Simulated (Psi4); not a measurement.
# Extrapolating along a basis family

System: C₂H₅AlO₂, singlet, at a GFN2-xTB geometry (such geometries of metal compounds can be far from the true shape). Level: MP2/cc-pV(D+d)Z in Psi4 1.11. Sums are taken with unrounded values, so a last digit can differ.

Input for Psi4:
```
memory 2 GB

molecule {
0 1
Al    0.52753011    0.16705693    1.92334490
H    -0.56636544    0.32922842    2.98020618
H     2.01928270    0.14215707    2.26127922
O     0.08220117    0.01827399    0.32857631
C    -0.28448597   -0.25146501   -0.93725703
C    -0.31925625    0.96922677   -1.81570220
O    -0.54655055   -1.36311059   -1.28735258
H    -0.61823370    0.69168644   -2.82200944
H     0.66744610    1.42780474   -1.83230714
H    -1.02277276    1.68950534   -1.40268677
}

set {
  basis cc-pv(d+d)z
  freeze_core true
}

energy('mp2')
print_variables()
```

The same job in three bases:

| basis | X | SCF energy (Eh) | MP2 correlation (Eh) |
|---|---|---|---|
| cc-pV(D+d)Z | 2 | -470.368450 | -0.693012 |
| cc-pV(T+d)Z | 3 | -470.450118 | -0.868616 |
| cc-pV(Q+d)Z | 4 | -470.470907 | -0.932220 |

Estimate the basis-set limit of both parts.

For E(X) = E∞ + A exp(-bX) three points give E∞ = E3 - (E3 - E2)²/(E1 + E3 - 2 E2) = -470.470907 - (-0.020789)²/(0.060878) = -470.47801 Eh, so the largest basis still lies 7.1 mEh above this estimate. The second step gains 0.25 of the first. Correlation goes as X⁻³: E∞ = (Y³E_Y - X³E_X)/(Y³ - X³) gives -0.94255 Eh from X = 2, 3 and -0.97863 Eh from X = 3, 4. Against the latter the three bases hold 71, 89, 95 % of the correlation energy: it converges far more slowly than the SCF part. The exponential form is used since the steps shrink steadily here. These limits are estimates from the fitted forms, not computed values.
